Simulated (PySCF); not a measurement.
## Electron correlation in Ge²⁺ (germanium, charge +2)

[Ar] 3d9 4s2 4p1, one real determinant (an excited configuration). Calculation: PySCF 2.14, in x2c-QZVPPall; the spin-free X2C one-electron Hamiltonian (Gaussian nucleus). Frozen: [Ne]; 20 electrons correlated.

MP2 pair energies summed by pair of shells (mhartree):

```
 pair   energy  share (%)
3d-3d  -300.86       41.5
3p-3d  -182.96       25.2
3p-3p   -50.98        7.0
3d-4s   -49.50        6.8
3s-3d   -42.49        5.9
4s-4s   -22.81        3.1
3s-3p   -21.49        3.0
4s-4p   -19.21        2.6
3d-4p   -14.18        2.0
3p-4s   -11.58        1.6
3p-4p    -3.76        0.5
3s-3s    -3.64        0.5
3s-4s    -1.49        0.2
3s-4p    -0.53        0.1
```

Total MP2 correlation energy: -725.48 mhartree.

Same-spin part -238.17 and opposite-spin part -487.31 mhartree; SCS-MP2 scales them by 1/3 and 6/5 to -664.16 mhartree.

The reference is one real determinant that mixes LS terms of this configuration.

This basis was not built for core-valence correlation, so the inner-shell part is incomplete.
